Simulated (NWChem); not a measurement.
Molecule: C3H5BN2; SMILES CB1C=NC=N1

Program: NWChem. Pople sets run with spherical d functions. Coordinates come from a PBE0/def2-SVP optimisation. B3LYP is NWChem's, with the RPA form of VWN correlation.

For level PW6B95/6-31G*:

```yaml
highest occupied level (eV): -7.43
orbital gap (eV): 4.43
```

Question: Estimate the same quantities for level B3LYP/6-31G*.

Answer: 
- highest occupied level (eV): -7.01
- orbital gap (eV): 3.78
